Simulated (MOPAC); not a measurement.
MOPAC input (PM7):

```
PM7 1SCF UHF MS=0.5 GEO-OK AUX(PRECISION=9) THREADS=1
BrCl2Ge

Cl   -1.82412500 1   -1.36291100 1   -0.24486100 1
Ge   -0.40852900 1    0.10005700 1    0.52503600 1
Cl   -0.98648300 1    2.05237800 1   -0.24395000 1
Br    1.73866500 1   -0.42636400 1   -0.24261000 1
```

From the output:

```
                                                       MOPAC v23.2.5 Linux

          FINAL HEAT OF FORMATION =        -47.11215 KCAL/MOL =    -197.11723 KJ/MOL

          COSMO AREA              =        138.82 SQUARE ANGSTROMS
          COSMO VOLUME            =        133.02 CUBIC ANGSTROMS

          IONIZATION POTENTIAL    =          9.615539 EV
          ALPHA SOMO LUMO (EV)    =         -9.616 -1.783
          BETA  SOMO LUMO (EV)    =        -10.848 -3.939
          NO. OF ALPHA ELECTRONS  =         13
          NO. OF BETA  ELECTRONS  =         12
          MOLECULAR WEIGHT        =        223.4000         POINT GROUP:  Cs

          MOLECULAR DIMENSIONS (Angstroms)

            Atom       Atom       Distance
           Br     4   Cl     1     3.68383
           Cl     3   Cl     1     3.09012
           Cl     1   Ge     2     0.76887

          SCF CALCULATIONS        =          1

   ATOM   CHEMICAL          X               Y               Z
  NUMBER   SYMBOL      (ANGSTROMS)     (ANGSTROMS)     (ANGSTROMS)

     1      Cl         -1.82412500  *  -1.36291100  *  -0.24486100  *
     2      Ge         -0.40852900  *   0.10005700  *   0.52503600  *
     3      Cl         -0.98648300  *   2.05237800  *  -0.24395000  *
     4      Br          1.73866500  *  -0.42636400  *  -0.24261000  *

                             CARTESIAN COORDINATES

   1   Cl       -1.824125000    -1.362911000    -0.244861000
   2   Ge       -0.408529000     0.100057000     0.525036000
   3   Cl       -0.986483000     2.052378000    -0.243950000
   4   Br        1.738665000    -0.426364000    -0.242610000

           Empirical Formula: Cl2 Ge Br  =     4 atoms

      MOLECULAR POINT GROUP   :   Cs

          ALPHA EIGENVALUES
 -26.10364 -25.92151 -25.54739 -18.18873 -13.16533 -12.89013 -12.33015 -11.55426
 -11.42354 -11.39417 -10.98822 -10.90429  -9.61554  -1.78281  -1.74107  -1.34987
  69.88008  70.13481  70.40971  70.91208  70.99829  71.01948  71.03819  71.13817
  71.67297  71.68595 255.00538 255.37910 255.44582 256.81149 256.81468

           BETA EIGENVALUES
 -25.61494 -25.26850 -24.80701 -17.86938 -12.85877 -12.39103 -12.03759 -11.42404
 -11.35489 -11.00657 -10.91016 -10.84788  -3.93859  -1.79480  -1.40224  -0.86034
  70.00459  70.23166  70.49292  71.00768  71.03641  71.05700  71.14139  71.26964
  71.70220  71.72851 256.76962 256.79557 257.07576 257.26293 257.30395

              NET ATOMIC CHARGES AND DIPOLE CONTRIBUTIONS

  ATOM NO.   TYPE          CHARGE      No. of ELECS.   s-Pop       p-Pop       d-Pop
    1         Cl          -0.277909        7.2779     1.99510     5.27795     0.00485
    2         Ge           0.656328        3.3437     1.62320     1.72048
    3         Cl          -0.277908        7.2779     1.99510     5.27795     0.00485
    4         Br          -0.100511        7.1005     1.92443     5.17404     0.00204
 DIPOLE           X         Y         Z       TOTAL
 POINT-CHG.     1.624    -0.399     2.425     2.946
 HYBRID        -0.355     0.087    -0.678     0.770
 SUM            1.269    -0.312     1.747     2.182

          ATOMIC ORBITAL ELECTRON POPULATIONS

     Atom    s        px        py        pz      x^2-y^2     xz        z^2       yz        xy
    1 Cl   1.99510   1.72754   1.69985   1.85057   0.00044   0.00066   0.00060   0.00069   0.00247
    2 Ge   1.62320   0.58644   0.59070   0.54333
    3 Cl   1.99510   1.92430   1.50290   1.85075   0.00175   0.00013   0.00060   0.00122   0.00116
    4 Br   1.92443   1.45252   1.92564   1.79588   0.00072   0.00062   0.00023   0.00006   0.00042

                    (SZ)    =    0.500000
                    (S**2)  =    0.775659

          ATOMIC ORBITAL SPIN POPULATIONS

    Atom   Total    s     px     py     pz   x^2-y^2  xz     z^2    yz     xy
         Atomic
    1 Cl  0.1552  0.000  0.025  0.046  0.085 -0.000  0.000  0.000  0.000  0.000
    2 Ge  0.3375  0.161 -0.061 -0.035  0.273
    3 Cl  0.1552  0.000 -0.003  0.073  0.084  0.000  0.000  0.000  0.000  0.000
    4 Br  0.3520 -0.004  0.190  0.008  0.159 -0.000  0.000 -0.000  0.000 -0.000

 **********************
 *                    *
 * JOB ENDED NORMALLY *
 *                    *
 **********************

 == MOPAC DONE ==
```

The geometry given is a B3LYP-D3(BJ)/def2-TZVP minimum.
